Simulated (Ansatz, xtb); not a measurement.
**Relative energy of two isomers of C3H12B2NP**

We compare a, `BNB(P)C(C)C`, a singlet, with b, `CCB(C)PBN`, a singlet. Both are isolated molecules in the gas phase, relaxed with PBE-D3(BJ)/def2-SVP, each in the lowest conformer that the search found.

a (Å):

```
atom    x (Å)    y (Å)    z (Å)
   C  -0.4681   0.0774  -0.6702
   C  -0.9500  -0.0532  -2.1318
   C  -1.6575   0.2100   0.2926
   B   1.1762   3.5304   0.5247
   B   0.6324   1.2257  -0.5389
   N   0.4175   2.3415   0.3529
   P   2.1682   1.2037  -1.7234
   H   0.7852   4.3747   1.3091
   H   2.1953   3.6896  -0.1177
   H  -0.4454   2.2813   0.9067
   H   3.1975   1.4467  -0.7550
   H   2.3329  -0.2238  -1.7369
   H   0.0706  -0.8686  -0.4230
   H  -1.6546  -0.9038  -2.2466
   H  -1.4830   0.8635  -2.4609
   H  -0.1110  -0.2156  -2.8384
   H  -2.2473   1.1301   0.0879
   H  -2.3599  -0.6435   0.1916
   H  -1.3383   0.2406   1.3557
```

b (Å):

```yaml
atoms:
  - { symbol: C, position_ang: [-1.0264, -2.7875, -0.2460] }
  - { symbol: C, position_ang: [-1.1989, -1.2698, -0.3953] }
  - { symbol: C, position_ang: [1.5336, -0.9721, -0.6533] }
  - { symbol: B, position_ang: [0.0651, -0.4387, -0.8738] }
  - { symbol: B, position_ang: [0.9451, 2.5236, -1.1231] }
  - { symbol: N, position_ang: [0.5130, 3.8288, -0.8519] }
  - { symbol: P, position_ang: [-0.1956, 1.1720, -1.8246] }
  - { symbol: H, position_ang: [-0.8010, -3.2664, -1.2216] }
  - { symbol: H, position_ang: [-0.1910, -3.0415, 0.4381] }
  - { symbol: H, position_ang: [-1.9386, -3.2754, 0.1550] }
  - { symbol: H, position_ang: [-1.4426, -0.8238, 0.6018] }
  - { symbol: H, position_ang: [-2.0919, -1.0335, -1.0143] }
  - { symbol: H, position_ang: [2.3472, -0.2880, -0.9598] }
  - { symbol: H, position_ang: [1.6805, -1.2341, 0.4183] }
  - { symbol: H, position_ang: [1.6604, -1.9313, -1.2040] }
  - { symbol: H, position_ang: [-1.5411, 1.5931, -1.5535] }
  - { symbol: H, position_ang: [2.1202, 2.2469, -0.9696] }
  - { symbol: H, position_ang: [-0.4524, 4.1439, -0.9549] }
  - { symbol: H, position_ang: [1.1463, 4.5586, -0.5245] }
```

Question: Which of the two would you expect CCSD(T)/def2-SVP + ΔMP2/def2-TZVPP electronic energies to favour?

Answer: Structure a; the calculation gives E(b) − E(a) = +0.125 eV.

The same difference at several levels:

```json
{"level": "GFN2-xTB", "geometry": "GFN2-xTB", "E(b) − E(a) (eV)": "+0.949", "departure from the last row (eV)": "+0.823", "job, with rough time for the two": "optimisation, 0.74 s"}
{"level": "HF/STO-3G", "geometry": "GFN2-xTB", "E(b) − E(a) (eV)": "+0.533", "departure from the last row (eV)": "+0.407", "job, with rough time for the two": "single point, 0.46 s"}
{"level": "r2SCAN-D4/def2-SVP", "geometry": "GFN2-xTB", "E(b) − E(a) (eV)": "−0.002", "departure from the last row (eV)": "−0.127", "job, with rough time for the two": "single point, 5 s"}
{"level": "PBE-D3(BJ)/def2-SVP", "geometry": "PBE-D3(BJ)/def2-SVP", "E(b) − E(a) (eV)": "−0.006", "departure from the last row (eV)": "−0.132", "job, with rough time for the two": "optimisation, 50 s"}
{"level": "HF/def2-SVP", "geometry": "PBE-D3(BJ)/def2-SVP", "E(b) − E(a) (eV)": "+0.236", "departure from the last row (eV)": "+0.111", "job, with rough time for the two": "part of the CCSD(T) run"}
{"level": "MP2/def2-SVP", "geometry": "PBE-D3(BJ)/def2-SVP", "E(b) − E(a) (eV)": "+0.207", "departure from the last row (eV)": "+0.082", "job, with rough time for the two": "part of the CCSD(T) run"}
{"level": "CCSD(T)/def2-SVP", "geometry": "PBE-D3(BJ)/def2-SVP", "E(b) − E(a) (eV)": "+0.237", "departure from the last row (eV)": "+0.112", "job, with rough time for the two": "single point"}
{"level": "CCSD(T)/def2-SVP + ΔMP2/def2-TZVPP", "geometry": "PBE-D3(BJ)/def2-SVP", "E(b) − E(a) (eV)": "+0.125", "departure from the last row (eV)": "", "job, with rough time for the two": "single point, 1.9 min"}
```

As drawn, b has 1 C–B, 1 B–P, 1 C–H, 1 N–H in place of 1 B–N, 1 C–C, 1 B–H, 1 P–H.

r2SCAN-D4/def2-SVP, PBE-D3(BJ)/def2-SVP find them nearly level. The largest departure from CCSD(T)/def2-SVP + ΔMP2/def2-TZVPP is that of GFN2-xTB, 0.823 eV. The last row adds to CCSD(T) the change of the MP2 difference between the two basis sets, here −0.112 eV.

With thermal terms from frequencies at re-optimised GFN2-xTB minima (ideal gas, soft modes damped towards free rotors, one conformer each, 298.15 K, 1 atm): the zero-point term adds +0.042 eV; ΔH is +0.187 and ΔG +0.125 eV.

The correlated steps freeze 11 core orbitals. Codes used: Ansatz 0.2.0, xtb 6.7.1; the last row on 4 threads of Arm Neoverse V1 on a shared host.
